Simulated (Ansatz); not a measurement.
H7OSi2, charge +1, singlet, at a GFN2-xTB geometry. Base run: Ansatz (a program for electronic structure) with CCSD(T)/def2-SV(P).

The Ansatz input:
Ansatz 0.2 input:
```yaml
crystal:
  periodic: [false, false, false]
  atoms:
    - {symbol: Si, position_ang: [1.57259310, -0.32787865, 0.43128443]}
    - {symbol: O, position_ang: [0.04546575, -0.19736209, -0.52085237]}
    - {symbol: Si, position_ang: [-1.59645535, 0.44638018, -0.13762810]}
    - {symbol: H, position_ang: [2.51490900, -0.40711010, -0.67455778]}
    - {symbol: H, position_ang: [1.51112540, 0.92190961, 1.16707567]}
    - {symbol: H, position_ang: [1.34061387, -1.54617037, 1.19083611]}
    - {symbol: H, position_ang: [0.08210873, -0.66697740, -1.36331658]}
    - {symbol: H, position_ang: [-2.19054693, -0.67297857, 0.57578869]}
    - {symbol: H, position_ang: [-2.06000854, 0.68633742, -1.49582128]}
    - {symbol: H, position_ang: [-1.22785623, 1.60486461, 0.65562572]}
basis:
  gaussian:
    orbitals: def2-SV_P_.json
total_charge: 1
magnetization: {spin_polarized: false}
correlation: {method: ccsd_t}
```
The basis file holds def2-SV(P) in the JSON format of the Basis Set Exchange.

Each row names what was changed in the base input (with any setting that the change needs).

```csv
change,ΔE vs base (mEh),MP2 correlation (Eh),CC correlation without the perturbative part (Eh),basis functions
base,0.000,-0.33453,-0.37855,64
diis_vectors = 4,0.000,-0.33453,-0.37855,64
accuracy = high,-0.005,-0.33453,-0.37855,64
method = bccd_t,-0.056,-0.33453,-0.37809,64
lower_state_search = off,0.000,-0.33453,-0.37855,64
method = rpa,?,-,-,64
electrons = outside_noble_gas,0.000,-0.33453,-0.37855,64
method = mp2,?,-0.33453,-,64
diis_vectors = 2,0.000,-0.33453,-0.37855,64
method = ccsd,?,-0.33453,-0.37855,64
```

Problem. Fill in the missing entries.

Solution. 
- method = rpa, ΔE vs base (mEh): -22.723
- method = mp2, ΔE vs base (mEh): 51.302
- method = ccsd, ΔE vs base (mEh): 7.283
